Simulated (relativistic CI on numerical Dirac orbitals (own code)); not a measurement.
**Ni3+ in a cubic cluster: 3p photoemission with charge transfer**

Computed with a charge-transfer multiplet model of a cubic metal-ligand cluster with up to 2 ligand holes, Slater and spin-orbit integrals from Dirac-Coulomb-Breit ions, Slater integrals scaled by 0.8. The ground state mixes d7 with configurations of k ligand holes L, whose averages lie at kΔ + k(k − 1)U_dd/2; a core hole lowers each added d electron by U_cd. 20 K, Lorentzian 0.9 eV and Gaussian 0.8 eV FWHM.

Atomic integrals in eV (Slater integrals scaled, ζ unscaled), ground: F2dd 10.578, F4dd 6.603, zeta_d 0.089; with the core hole: F2dd 11.372, F4dd 7.136, zeta_d 0.097, zeta_core 1.496, F2cd 11.943, G1cd 14.680, G3cd 9.010.

Cluster parameters (eV): Δ = 0, U_dd = 8.1, 10Dq = 0.85, 10Dq(ligand) = 0.6, V(eg) = 2.75, V(t2g) = -1.32, final-state hopping factor = 0.9.

```csv
Case,n_d,d7,d8L,d9L2,S
U_cd = 7.7 eV,7.74,0.34,0.58,0.08,0.55
U_cd = 9.5 eV,7.74,0.34,0.58,0.08,0.55
U_cd = 10.1 eV,7.74,0.34,0.58,0.08,0.55
U_cd = 10.7 eV,7.74,0.34,0.58,0.08,0.55
U_cd = 11.3 eV,7.74,0.34,0.58,0.08,0.55
```

Weights, n_d and S are thermal averages at 20 K. Binding energies count from the first peak over 30 % of the highest in each spectrum, which can be another peak from case to case. The parameters are a model scan and need not match a compound or its usual spin state. Peaks in eV (height, largest 100):
- U_cd = 7.7 eV: 0.0 (100), 6.1 (37), 9.9 (30), 14.8 (21), 20.1 (9), 23.2 (9)
- U_cd = 9.5 eV: 0.0 (100), 6.6 (37), 10.4 (30), 14.1 (27), 18.6 (11), 20.3 (12), 22.3 (13)
- U_cd = 10.1 eV: 0.0 (100), 6.7 (38), 10.6 (31), 14.0 (29), 19.1 (13), 20.4 (13), 22.5 (15)
- U_cd = 10.7 eV: 0.0 (100), 6.7 (40), 10.7 (32), 14.0 (30), 17.1 (14), 20.4 (14), 22.7 (16), 26.8 (5)
- U_cd = 11.3 eV: 0.0 (100), 6.6 (42), 11.0 (34), 14.0 (30), 17.9 (16), 20.4 (17), 22.9 (17), 27.8 (6)

For the case U_cd = 9.5 eV, Δ = 0 eV is smaller than U_dd = 8.1 eV, the charge-transfer side of the Zaanen-Sawatzky-Allen scheme. With the core hole the configuration with one ligand hole lies at Δ − U_cd = -7.7, -9.5, -10.1, -10.7, -11.3 eV from the one without, in the order of the table; where this is negative the screened configuration lies lower.

With at most 2 ligand holes the space is cut while the next configuration still counts, so covalency is underestimated, and a final configuration with one more ligand hole, which can lie low, is missing from the spectra.
